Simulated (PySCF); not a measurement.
Level of theory: PySCF 2.14.0 with ωB97X-D3(BJ)/def2-TZVP // B3LYP-D3(BJ)/def2-TZVP. All species are isolated molecules in the gas phase. One relaxed conformer stands for a flexible species; it need not be the lowest. Excitations are Tamm–Dancoff values on a coarser integration grid. The basis has no diffuse functions, so Rydberg states are missing or too high.

Reference species (SMILES): `BBNC` (neutral, multiplicity 1).

The T1 excitation (TDA) comes out as 4.08 eV and the HOMO–LUMO gap is 10.88 eV.

Changed species: `BC(B)N`.

Task: What does the change do to the T1 excitation (TDA) and HOMO–LUMO gap?

Result: the T1 excitation (TDA) rises by 0.36 eV, to 4.44 eV; the HOMO–LUMO gap drops by 1.07 eV, to 9.81 eV.
